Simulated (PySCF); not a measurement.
Delta-SCF ions had no search for a lower state. Excitations are Tamm–Dancoff values on a coarser integration grid. The basis has no diffuse functions, so Rydberg states are missing or too high.

**H$_{6}$B$_{4}$, SMILES `BBBB` (charge 0, multiplicity 1)**

Computed with PBE0-D4/def2-TZVP (PySCF).

| Quantity | Result |
|---|---|
| HOMO | -8.14 eV |
| dipole moment | 0.050 e·Å |
| LUMO | -1.96 eV |
| HOMO–LUMO gap | 6.19 eV |
| S1 excitation (TDA) | 4.77 eV |
| S1 oscillator strength | 0.043 |
| T1 excitation (TDA) | 3.95 eV |
| S1–T1 gap (TDA) | 0.82 eV |
| vertical ionisation energy (Delta-SCF) | 10.20 eV |
| total energy | -102.7694 Ha |
| cost | around 100 core-seconds (rough) |

```xyz
10

B      1.9607    -0.0662     0.6377
B      0.7615    -0.4607    -0.3876
B     -0.6309     0.3293    -0.6599
B     -2.0537     0.1598     0.1095
H      2.8815     0.6279     0.3100
H      1.9651    -0.4749     1.7658
H      0.9119    -1.4666    -1.0392
H     -0.5892     1.1419    -1.5528
H     -2.3182     0.8301     1.0689
H     -2.8886    -0.6207    -0.2523
```
